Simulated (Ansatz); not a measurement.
W₂Cl⁺. Charge 1, multiplicity 3. Geometry PBE0-D4/def2-TZVP; atoms count from 1.

Cartesian coordinates in Å:
```
W -0.5968 -0.6887 0.2025
W 1.3099 -0.1507 1.1708
Cl -0.7131 0.8395 -1.3733
```

In the def2 sets W takes a core potential; there is no spin–orbit coupling. The charge 1 triplet is spin-contaminated (final ⟨S²⟩ up to 2.91, 2.00 for a pure state). The structure comes from a short search, and lower isomers may exist.

(1) Estimate the Mulliken populations from the PBE0/def2-TZVP orbitals of Ansatz.

(2) Where does the spin sit?

(3) And the Mayer bond orders between heavy atoms (over 0.3)?

Answers

(1) 
| atom | charge (e) | spin (α − β) | d electrons |
| --- | --- | --- | --- |
| W1 | 0.59 | -1.57 | 4.35 |
| W2 | 0.53 | 3.46 | 4.49 |
| Cl3 | -0.13 | 0.11 | – |
Mulliken values depend strongly on the basis.

(2) Summed by element: W 1.89, Cl 0.11, of 2 unpaired in all. Largest on single atoms: W2 3.46, W1 -1.57, Cl3 0.11.

(3) W1–W2 3.28 (2.21 Å); W1–Cl3 1.41 (2.20 Å).
